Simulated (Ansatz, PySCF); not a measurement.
Here is a job for Ansatz (a program for electronic structure).
Ansatz 0.2 input:
```yaml
crystal:
  periodic: [false, false, false]
  atoms:
    - {symbol: B, position_ang: [-0.00000000, 0.00000000, -0.00000000]}
    - {symbol: F, position_ang: [-0.00659779, 1.30036204, -0.00088081]}
    - {symbol: F, position_ang: [1.12944220, -0.64446528, 0.00325160]}
    - {symbol: F, position_ang: [-1.12284440, -0.65589676, -0.00237079]}
basis:
  gaussian:
    orbitals: cc-pVDZ
magnetization: {spin_polarized: false}
correlation: {method: ccsd_t, electrons: outside_noble_gas}
accuracy: high
```

Task: Give the equivalent PySCF input.

Result: Several could match; the one computed here: 
```python
from pyscf import gto, scf, cc

mol = gto.Mole()
mol.atom = '''
    B    -0.00000000    0.00000000   -0.00000000
    F    -0.00659779    1.30036204   -0.00088081
    F     1.12944220   -0.64446528    0.00325160
    F    -1.12284440   -0.65589676   -0.00237079
'''
mol.basis = 'cc-pvdz'
mol.verbose = 4
mol.build()

mf = scf.RHF(mol)
mf.kernel()

mycc = cc.CCSD(mf, frozen=4)
mycc.kernel()
et = mycc.ccsd_t()
print('E(CCSD(T)) = %.10f' % (mycc.e_tot + et))
```

Both were run: Ansatz gave -323.853547 Eh and PySCF -323.853547 Eh, 0.000 mEh apart.
